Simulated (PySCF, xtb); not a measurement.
C3H3BFNO, SMILES O1C[C@H](B1F)C#N.

Harmonic wavenumbers (cm⁻¹) from GFN2-xTB (xtb) at its own minimum, in rising order: 110, 131, 232, 331, 402, 518, 576, 606, 780, 887, 995, 1033, 1059, 1076, 1116, 1128, 1230, 1262, 1411, 1455, 2402, 2974, 2990, 2991.

Problem. What does PySCF 2.14.0 with B3LYP-D3(BJ)/def2-SVP give at its own minimum? (An estimate is asked for; the answer gives what the named calculation found.)

Solution. 115, 130, 238, 366, 434, 533, 626, 635, 799, 871, 955, 1027, 1083, 1105, 1178, 1187, 1293, 1371, 1479, 1564, 2376, 3080, 3088, 3157. Paired by order, the mean absolute difference is 49 cm⁻¹ and the zero-point energies are 39.6 and 41.0 kcal/mol.
